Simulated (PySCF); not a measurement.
Compound: C₈H₁₄P (charge +1).
SMILES with atom numbers: `[CH3:1][CH2:2][P+:3]1([CH3:4])[CH:5]=[CH:6][CH2:7][CH:8]=[CH:9]1`

Probes without a nucleus sit at each ring's centroid and 1 Å off its mean plane on both sides; NICS is minus the shielding there, NICSzz its component along the normal. Level: GIAO PBE0/pcSseg-1 (PySCF, non-relativistic, gas phase) on the GFN2-xTB geometry, one conformer.

Ring bond lengths (Å), with Mayer bond orders in brackets: P3–C5 1.782 (0.98), C5–C6 1.331 (1.87), C6–C7 1.487 (1.09), C7–C8 1.487 (1.09), C8–C9 1.331 (1.87), C9–P3 1.782 (0.99).

Question: What do the NICS probes read (ppm)?

Answer: 
```csv
ring,type,NICS(0),"NICS(1), two faces","NICS(1)zz, two faces",rms pucker (Å),"centre to ring atoms, mean (Å)"
P3–C5–C6–C7–C8–C9,"6-membered ring with P; formal bonds 2 double, 4 single",0.3,-1.9 / -2.1,0.9 / 0.6,0.01,1.53
```

Question: What can be read from them?

Answer: 
- P3–C5–C6–C7–C8–C9: mean NICS(1)zz 0.7 ppm, near zero. P3, C7 have four or more neighbours, and the NICS criterion for π rings isn't applied.

Question: What field does 1 T along the ring normal induce along that normal at the second NICS(1) probe listed for ring P3–C5–C6–C7–C8–C9, 1 Å off the ring?

Answer: NICSzz × B0 = 0.6 ppm × 1 T = 1 μT, along the applied field.

Question: Give the inner angles of the rings and the Hirshfeld charges of the ring atoms.

Answer: 
- P3–C5–C6–C7–C8–C9: P3 104.9° (+0.466 e), C5 121.6° (-0.088 e), C6 127.0° (+0.024 e), C7 118.0° (-0.047 e), C8 127.0° (+0.024 e), C9 121.6° (-0.088 e); sum 720.0° against 720° for a flat convex ring.

Question: How shielded are the nuclei of the rings and their hydrogens (means over atoms taken as equivalent)?

Answer: 
| atoms | environment | σ isotropic (ppm) | principal values of the symmetric part, first atom (ppm) |
| --- | --- | --- | --- |
| P3 | phosphonium phosphorus | 339.1 | 276.0, 325.9, 415.3 |
| C5 (×2) | alkene CH carbon | 77.1 | -24.6, 89.6, 166.1 |
| C6 (×2) | alkene CH carbon | 20.2 | -108.5, -1.2, 170.1 |
| C7 | allylic carbon | 151.3 | 119.4, 161.0, 173.4 |
| H on C5 (×2) | vinylic hydrogen | 25.55 | 22.7, 26.3, 27.6 |
| H on C6 (×2) | vinylic hydrogen | 23.82 | 21.7, 23.1, 26.7 |
| H on C7 | methylene hydrogen | 28.10 | 24.8, 25.5, 34.0 |
| H on C7 | methylene hydrogen | 28.02 | 24.1, 25.7, 34.3 |

Conformer computed: `[CH3:1][CH2:2][P+:3]1([CH3:4])[CH:5]=[CH:6][CH2:7][CH:8]=[CH:9]1`: C1–C2–P3–C4 -177°.
